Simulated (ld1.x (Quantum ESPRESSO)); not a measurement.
# Before and after: PAW potential for iodine (I)

I, PAW, made with ld1.x (Quantum ESPRESSO) 7.5 (PBE, scalar-relativistic). Core [Kr], reference 4d10 5s2 5p5. Waves: 5s (bound): rcut 1.45, rcutus 1.80 bohr; 5s channel at -0.6 Ry: rcut 1.45, rcutus 1.80 bohr; 5p (bound): rcut 1.95, rcutus 2.10 bohr; 5p channel at 0.1 Ry: rcut 1.95, rcutus 2.10 bohr; 4d (bound): rcut 1.20, rcutus 1.25 bohr; 4d channel at -2.05 Ry: rcut 1.20, rcutus 1.25 bohr. Local part: all-electron potential smoothed inside 1.00 bohr (lloc = -1). Core correction: a·sin(br)/r model core, default radius (ld1.x builds one for every PAW set, though the input has nlcc=.false.). Augmentation charge: GAUSS, radius 1.10 bohr.

All-electron outer shells of the reference configuration (PBE, scalar-relativistic, ld1.x):

| shell | level (eV) | outermost node (bohr) | outermost maximum (bohr) |
| --- | --- | --- | --- |
| 4s | -180.60 | 0.37 | 0.68 |
| 4p | -127.57 | 0.37 | 0.72 |
| 4d | -50.28 | 0.35 | 0.78 |
| 5s | -17.41 | 0.88 | 1.70 |
| 5p | -7.09 | 0.96 | 2.02 |

Change: core correction a·sin(br)/r model core inside 0.72 bohr.

Cutoffs: the cutoffs (Ry, on a coarse ladder) from which the occupation-weighted sum of valence levels, in a spherical-Bessel basis at the reference potential, stays within 10 and 1 mRy of its value at 400 Ry; they do not see the model core or the augmentation charge, which bear on the density cutoff. Errors are all-electron minus pseudo energies relative to the spin-unpolarised reference configuration.

Question: How do hardness, ghosts and transferability respond?

Answer: The potential gets neither clearly harder nor softer (100 Ry and 180 Ry → 100 Ry and 180 Ry); both files keep a bound ghost (p, s); of the 7 tests that both files solve, the error grows in 1 and shrinks in 2 by more than 15 % and 0.3 meV (median size 6.9 → 5.6 meV). The default core radius of the base comes out at 0.56 bohr. A wider model core is smoother and lowers the density cutoff, which this test does not measure.

| quantity | base | changed |
| --- | --- | --- |
| cutoff, loose | 100 Ry | 100 Ry |
| cutoff, tight | 180 Ry | 180 Ry |
| bound ghosts | s, p | s, p |
| error for 4d10 5s2 5p4, meV [ΔE 11.13 eV] | -1.3 | -1.7 |
| error for 4d10 5s2 5p3, meV [ΔE 30.98 eV] | +6.9 | +5.6 |
| error for 4d10 5s2 5p2, meV [ΔE 60.31 eV] | +43 | +38 |
| error for 4d10 5s2 5p1, meV [ΔE 99.73 eV] | +142 | +122 |
| error for 4d10 5s2 5p5.3, meV [ΔE -1.78 eV] | +0.6 | +0.6 |
| error for 4d10 5s2 5p4.5, meV [ΔE 4.53 eV] | -1.0 | -1.2 |
| error for 4d9 5s2 5p6, meV [ΔE 45.86 eV] | -47 | -35 |
| s: phases at 2.31 bohr within 0.05 rad from the reference energy up to (Ry; the scan ends near 5) | 4.2 | 4.2 |
| p: phases at 2.31 bohr within 0.05 rad from the reference energy up to (Ry; the scan ends near 5) | to the end of the scan | to the end of the scan |
| d: phases at 2.31 bohr within 0.05 rad from the reference energy up to (Ry; the scan ends near 5) | to the end of the scan | to the end of the scan |
| lowest overlap eigenvalue by channel | s 0.22, p 0.32, d 0.92 | s 0.22, p 0.32, d 0.92 |

 A true bound ghost makes a file unfit for plane-wave use even where its test errors are small: the radial tests pick states by their node count and pass the ghost by.
